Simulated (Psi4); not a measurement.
A run for Psi4: SAPT0/aug-cc-pVDZ on CH10GeSi (a complex), monomers drawn apart or pushed together.

```
memory 2025 MB

molecule dimer {
0 1
Si    0.66080176    1.33791132    0.64120448
Ge   -0.36327853   -0.80312333    0.37042253
H     0.10281531    2.03573018    1.82168199
H     0.41364779    2.16509865   -0.56402167
H     2.12381500    1.18202262    0.82137389
H     0.11555655   -1.79325123    1.44607971
H    -0.01901249   -1.39424524   -1.00953434
H    -1.89585503   -0.69020458    0.47132665
--
0 1
C     0.16616276    0.22636284    7.52636483
H     0.11947736   -0.31243899    8.47176298
H     0.28068445    1.29209024    7.71816844
H     1.01610955   -0.13266879    6.94780594
H    -0.75220871    0.05538322    6.96641171
units angstrom
symmetry c1
no_reorient
no_com
}

set {
  basis aug-cc-pVDZ
  scf_type df
  freeze_core true
}

energy('sapt0')
```

It printed:

```
[...]
==> Input File <==

--------------------------------------------------------------------------
memory 2025 MB

molecule dimer {
0 1
Si    0.66080176    1.33791132    0.64120448
Ge   -0.36327853   -0.80312333    0.37042253
H     0.10281531    2.03573018    1.82168199
H     0.41364779    2.16509865   -0.56402167
H     2.12381500    1.18202262    0.82137389
H     0.11555655   -1.79325123    1.44607971
H    -0.01901249   -1.39424524   -1.00953434
H    -1.89585503   -0.69020458    0.47132665
--
0 1
C     0.16616276    0.22636284    7.52636483
H     0.11947736   -0.31243899    8.47176298
H     0.28068445    1.29209024    7.71816844
H     1.01610955   -0.13266879    6.94780594
H    -0.75220871    0.05538322    6.96641171
units angstrom
symmetry c1
no_reorient
no_com
}

set {
  basis aug-cc-pVDZ
  scf_type df
  freeze_core true
}

energy('sapt0')
--------------------------------------------------------------------------


   => Loading Basis Set <=

    Name: AUG-CC-PVDZ
    Role: ORBITAL
    Keyword: BASIS
    atoms 1          entry SI         line   570 file aug-cc-pvdz.gbs
    atoms 2          entry GE         line  2999 file aug-cc-pvdz.gbs
    atoms 3-8, 10-13 entry H          line    40 file aug-cc-pvdz.gbs
    atoms 9          entry C          line   182 file aug-cc-pvdz.gbs

   => Loading Basis Set <=

    Name: AUG-CC-PVDZ
    Role: ORBITAL
    Keyword: BASIS
    atoms 1          entry SI         line   570 file aug-cc-pvdz.gbs
    atoms 2          entry GE         line  2999 file aug-cc-pvdz.gbs
    atoms 3-8, 10-13 entry H          line    40 file aug-cc-pvdz.gbs
    atoms 9          entry C          line   182 file aug-cc-pvdz.gbs


  //>>>>>>>>>>>>>>>>>>>>>>>>>>>>>>>>>>>//
  //              Dimer HF             //
  //<<<<<<<<<<<<<<<<<<<<<<<<<<<<<<<<<<<//

   => Libint2 <=

    Primary   basis highest AM E, G, H:  7, 6, 3
    Auxiliary basis highest AM E, G, H:  7, 7, 4
    Onebody   basis highest AM E, G, H:  -, -, -
    Solid Harmonics ordering:            Gaussian


   => Loading Basis Set <=

    Name: AUG-CC-PVDZ
    Role: ORBITAL
    Keyword: BASIS
    atoms 1          entry SI         line   570 file aug-cc-pvdz.gbs
    atoms 2          entry GE         line  2999 file aug-cc-pvdz.gbs
    atoms 3-8, 10-13 entry H          line    40 file aug-cc-pvdz.gbs
    atoms 9          entry C          line   182 file aug-cc-pvdz.gbs


         ---------------------------------------------------------
                                   SCF
               by Justin Turney, Rob Parrish, Andy Simmonett
                          and Daniel G. A. Smith
                              RHF Reference
                        1 Threads,   1931 MiB Core
         ---------------------------------------------------------

  ==> Geometry <==

    Molecular point group: c1
    Full point group: C1

    Geometry (in Angstrom), charge = 0, multiplicity = 1:

       Center              X                  Y                   Z               Mass
    ------------   -----------------  -----------------  -----------------  -----------------
         SI           0.660801760000     1.337911320000     0.641204480000    27.976926534650
         GE          -0.363278530000    -0.803123330000     0.370422530000    73.921177761000
         H            0.102815310000     2.035730180000     1.821681990000     1.007825032230
         H            0.413647790000     2.165098650000    -0.564021670000     1.007825032230
         H            2.123815000000     1.182022620000     0.821373890000     1.007825032230
         H            0.115556550000    -1.793251230000     1.446079710000     1.007825032230
         H           -0.019012490000    -1.394245240000    -1.009534340000     1.007825032230
         H           -1.895855030000    -0.690204580000     0.471326650000     1.007825032230
         C            0.166162760000     0.226362840000     7.526364830000    12.000000000000
         H            0.119477360000    -0.312438990000     8.471762980000     1.007825032230
         H            0.280684450000     1.292090240000     7.718168440000     1.007825032230
         H            1.016109550000    -0.132668790000     6.947805940000     1.007825032230
         H           -0.752208710000     0.055383220000     6.966411710000     1.007825032230

  Running in c1 symmetry.

  Rotational constants: A =      0.11494  B =      0.01777  C =      0.01561 [cm^-1]
  Rotational constants: A =   3445.75208  B =    532.77285  C =    467.99156 [MHz]
  Nuclear repulsion =  224.158042047096046

  Charge       = 0
  Multiplicity = 1
  Electrons    = 62
  Nalpha       = 31
  Nbeta        = 31

  ==> Algorithm <==

  SCF Algorithm Type is DF.
  DIIS enabled.
  MOM disabled.
  Fractional occupation disabled.
  Guess Type is SAD.
  Energy threshold   = 1.00e-08
  Density threshold  = 1.00e-08
  Integral threshold = 1.00e-12

  ==> Primary Basis <==

  Basis Set: AUG-CC-PVDZ
    Blend: AUG-CC-PVDZ
    Number of shells: 84
    Number of basis functions
[...]

     159A      4.627613   160A      8.708863   161A      8.878840
     162A      8.880551   163A     14.134813   164A     14.445288
     165A     14.449464   166A     16.158819   167A     16.160661
     168A     16.294081   169A     16.297745   170A     16.331292
     171A     33.118092   172A    103.623933   173A    109.191195
     174A    109.418466   175A    109.420974   176A    580.960302

    Final Occupation by Irrep:
              A
    DOCC [     5 ]
    NA   [     5 ]
    NB   [     5 ]

  @DF-RHF Final Energy:   -40.19963771819819

   => Energetics <=

    Nuclear Repulsion Energy =             13.4470324925031903
    One-Electron Energy =                 -79.7116340681007642
    Two-Electron Energy =                  26.0649638573993805
    Total Energy =                        -40.1996377181981899

Computation Completed


Properties will be evaluated at   0.000000,   0.000000,   0.000000 [a0]

Properties computed using the SCF density matrix


 Multipole Moments:

 ------------------------------------------------------------------------------------
     Multipole            Electronic (a.u.)      Nuclear  (a.u.)        Total (a.u.)
 ------------------------------------------------------------------------------------

 L = 1.  Multiply by 2.5417464519 to convert [e a0] to [Debye]
 Dipole X            :         -3.1389236            3.1389092           -0.0000144
 Dipole Y            :         -4.2719515            4.2718066           -0.0001449
 Dipole Z            :       -142.2252685          142.2252065           -0.0000620
 Magnitude           :                                                    0.0001582

 ------------------------------------------------------------------------------------

  Constructing Basis Sets for SAPT...

   => Loading Basis Set <=

    Name: (AUG-CC-PVDZ AUX)
    Role: RIFIT
    Keyword: DF_BASIS_SAPT
    atoms 1          entry SI         line   400 file aug-cc-pvdz-ri.gbs
    atoms 2          entry GE         line   760 file aug-cc-pvdz-ri.gbs
    atoms 3-8, 10-13 entry H          line    30 file aug-cc-pvdz-ri.gbs
    atoms 9          entry C          line   112 file aug-cc-pvdz-ri.gbs

   => Loading Basis Set <=

    Name: (AUG-CC-PVDZ AUX)
    Role: JKFIT
    Keyword: DF_BASIS_ELST
    atoms 1          entry SI         line   526 file aug-cc-pvdz-jkfit.gbs
    atoms 2          entry GE         line  1047 file aug-cc-pvdz-jkfit.gbs
    atoms 3-8, 10-13 entry H          line    70 file aug-cc-pvdz-jkfit.gbs
    atoms 9          entry C          line   154 file aug-cc-pvdz-jkfit.gbs


  //>>>>>>>>>>>>>>>>>>>>>>>>>>>>>>>>>>>//
  //               SAPT0               //
  //<<<<<<<<<<<<<<<<<<<<<<<<<<<<<<<<<<<//



        SAPT0
    Ed Hohenstein
     6 June 2009

      Orbital Information
  --------------------------
    NSO        =       176
    NMO        =       176
    NRI        =       524
    NRI (Elst) =       728
    NOCC A     =        26
    NOCC B     =         5
    FOCC A     =        14
    FOCC B     =         1
    NVIR A     =       150
    NVIR B     =       171

    Elst10,r            =    -0.000000778855 [Eh]
    Exch10              =     0.000000108191 [Eh]
    Exch10 (S^2)        =     0.000000108191 [Eh]

    Maxiter = 50
    CPHF R converge = 1.000000E-08

    Iter     Energy [mEh]          dE [mEh]         Residual      Time [s]
       1      -0.00001723       0.000017232     1.809358e-05             0
       2      -0.00002046       0.000003225     4.553934e-06             0
       3      -0.00002071       0.000000257     8.248500e-07             0
       4      -0.00002063      -0.000000086     1.593575e-07             0
       5      -0.00002064       0.000000009     4.459658e-08             0
       6      -0.00002064       0.000000001     1.064354e-08             0
       7      -0.00002064      -0.000000000     1.955552e-09             1

    CHF Iterations converged

    Maxiter = 50
    CPHF R converge = 1.000000E-08

    Iter     Energy [mEh]          dE [mEh]         Residual      Time [s]
       1      -0.00007014       0.000070142     4.329038e-05             0
       2      -0.00008208       0.000011936     1.114656e-05             0
       3      -0.00008383       0.000001748     1.446840e-06             0
       4      -0.00008351      -0.000000317     2.128925e-07             0
       5      -0.00008352       0.000000015     5.164412e-08             0
       6      -0.00008353       0.000000002     1.127247e-08             0
       7      -0.00008352      -0.000000001     1.760219e-09             1

    CHF Iterations converged

    Ind20,r (A<-B)      =    -0.000000020638 [Eh]
    Ind20,r (B<-A)      =    -0.000000083525 [Eh]
    Ind20,r             =    -0.000000104163 [Eh]
    Exch-Ind20,r (A<-B) =     0.000000005187 [Eh]
    Exch-Ind20,r (B<-A) =     0.000000002159 [Eh]
    Exch-Ind20,r        =     0.000000007346 [Eh]
    Disp20              =    -0.000078511815 [Eh]
    Disp20 (SS)         =    -0.000039255908 [Eh]
    Disp20 (OS)         =    -0.000039255908 [Eh]
    Exch-Disp20         =     0.000000019705 [Eh]
    Exch-Disp20 (SS)    =     0.000000015636 [Eh]
    Exch-Disp20 (OS)    =     0.000000004069 [Eh]

    SAPT Results
  --------------------------------------------------------------------------------------------------------
    Electrostatics                 -0.00077885 [mEh]      -0.00048874 [kcal/mol]      -0.00204488 [kJ/mol]
      Elst10,r                     -0.00077885 [mEh]      -0.00048874 [kcal/mol]      -0.00204488 [kJ/mol]

    Exchange                        0.00010819 [mEh]       0.00006789 [kcal/mol]       0.00028406 [kJ/mol]
      Exch10                        0.00010819 [mEh]       0.00006789 [kcal/mol]       0.00028406 [kJ/mol]
      Exch10(S^2)                   0.00010819 [mEh]       0.00006789 [kcal/mol]       0.00028406 [kJ/mol]

    Induction                      -0.00010356 [mEh]      -0.00006498 [kcal/mol]      -0.00027189 [kJ/mol]
      Ind20,r                      -0.00010416 [mEh]      -0.00006536 [kcal/mol]      -0.00027348 [kJ/mol]
      Exch-Ind20,r                  0.00000735 [mEh]       0.00000461 [kcal/mol]       0.00001929 [kJ/mol]
      delta HF,r (2)               -0.00000674 [mEh]      -0.00000423 [kcal/mol]      -0.00001770 [kJ/mol]

    Dispersion                     -0.07849211 [mEh]      -0.04925454 [kcal/mol]      -0.20608101 [kJ/mol]
      Disp20                       -0.07851182 [mEh]      -0.04926691 [kcal/mol]      -0.20613274 [kJ/mol]
      Exch-Disp20                   0.00001971 [mEh]       0.00001237 [kcal/mol]       0.00005174 [kJ/mol]
      Disp20 (SS)                  -0.03925591 [mEh]      -0.02463345 [kcal/mol]      -0.10306637 [kJ/mol]
      Disp20 (OS)                  -0.03925591 [mEh]      -0.02463345 [kcal/mol]      -0.10306637 [kJ/mol]
      Exch-Disp20 (SS)              0.00001564 [mEh]       0.00000981 [kcal/mol]       0.00004105 [kJ/mol]
      Exch-Disp20 (OS)              0.00000407 [mEh]       0.00000255 [kcal/mol]       0.00001068 [kJ/mol]

  Total HF                         -0.00077422 [mEh]      -0.00048583 [kcal/mol]      -0.00203272 [kJ/mol]
  Total SAPT0                      -0.07926633 [mEh]      -0.04974037 [kcal/mol]      -0.20811373 [kJ/mol]

  Special recipe for scaled SAPT0 (see Manual):
    Electrostatics sSAPT0          -0.00077885 [mEh]      -0.00048874 [kcal/mol]      -0.00204488 [kJ/mol]
    Exchange sSAPT0                 0.00010819 [mEh]       0.00006789 [kcal/mol]       0.00028406 [kJ/mol]
    Induction sSAPT0               -0.00010356 [mEh]      -0.00006498 [kcal/mol]      -0.00027189 [kJ/mol]
    Dispersion sSAPT0              -0.07849211 [mEh]      -0.04925454 [kcal/mol]      -0.20608101 [kJ/mol]
  Total sSAPT0                     -0.07926633 [mEh]      -0.04974037 [kcal/mol]      -0.20811373 [kJ/mol]
  --------------------------------------------------------------------------------------------------------



*** Psi4 exiting successfully. Buy a developer a beer!
```

The run finished.

Cost: around 40 core-seconds (rough).
